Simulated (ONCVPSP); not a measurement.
**Cd: one change to an ONCV potential, before and after**

ONCVPSP 4.0.1 input, shortened (lines: element, Z, core and valence counts, functional; n l f; lmax; l rc ep ncon nbas qcut; lloc lpopt rc5 dvloc0; l nproj debl; icmod fcfact rcfact), Wu-Cohen, scalar-relativistic:

```
  Cd 48.00    6    4  -118130      upf
    1    0    2.00
    2    0    2.00
    2    1    6.00
    3    0    2.00
    3    1    6.00
    3    2   10.00
    4    0    2.00
    4    1    6.00
    4    2   10.00
    5    0    1.00
    2
    0    1.15    0.00    3    8    9.80
    1    0.95    0.00    4    7    7.50
    2    1.20    0.00    4    7    6.80
    4    5    0.65    3.00
    0    3    0.50
    1    3    2.70
    2    2    1.80
    1    0.75    0.00
```

In the p channel the program set the typed energies aside and used -2.786, 0.250, 2.950 Ha.

All-electron outer shells of the reference configuration (Wu-Cohen, scalar-relativistic, ld1.x):

```csv
shell,level (eV),outermost node (bohr),outermost maximum (bohr)
3d,-402.50,–,0.27
4s,-114.72,0.43,0.79
4p,-75.81,0.43,0.84
4d,-20.53,0.42,0.98
5s,-13.08,1.06,2.23
```

Change: local potential polynomial inside 0.60 bohr (lpopt 5, dvloc0 0 Ha).

Cutoffs: the cutoffs (Ha) at which the residual kinetic energy of the hardest occupied pseudo-wave falls to 1 and 0.1 mHa per electron; they do not see the model core or the augmentation charge, which bear on the density cutoff. Errors are all-electron minus pseudo energies relative to the spin-unpolarised reference configuration.

What does the change do?

The potential gets neither clearly harder nor softer (142 Ha and 168 Ha → 142 Ha and 168 Ha); the bound ghosts move from p to p, s; the lowest positive-energy flag moves from s at 30.9 eV to none; the errors of the 4 common tests hardly move. In the separable form a ghost depends on how the local part lies against the semilocal potential of the channel, so the choice of the local part can create or remove one.

```csv
quantity,base,changed
"cutoff, loose",142 Ha,142 Ha
"cutoff, tight",168 Ha,168 Ha
bound ghosts,p,"s, p"
GHOST(+) flags under 300 eV,s at 30.9 eV,none
"error for 4s2 4p6 4d10 5s2, meV [ΔE -9.31 eV]",+1.4,+1.3
"error for 4s2 4p6 4d10 5s0, meV [ΔE 17.09 eV]",-3.0,-2.8
"error for 4s2 4p6 4d9 5s0, meV [ΔE 55.11 eV]",-6.9,-6.7
"error for 4s2 4p6 4d9 5s2, meV [ΔE 8.66 eV]",+0.1,-0.1
s: phases at 1.17 bohr within 0.05 rad from the reference energy up to (Ha; the scan ends near 5),to the end of the scan,to the end of the scan
p: phases at 0.97 bohr within 0.05 rad from the reference energy up to (Ha; the scan ends near 5),to the end of the scan,to the end of the scan
d: phases at 1.22 bohr within 0.05 rad from the reference energy up to (Ha; the scan ends near 5),to the end of the scan,to the end of the scan
"rms error of d²Exc/dni dnj with the model core, mHa",0.50,0.49
```

 A true bound ghost makes a file unfit for plane-wave use even where its test errors are small: the radial tests pick states by their node count and pass the ghost by.
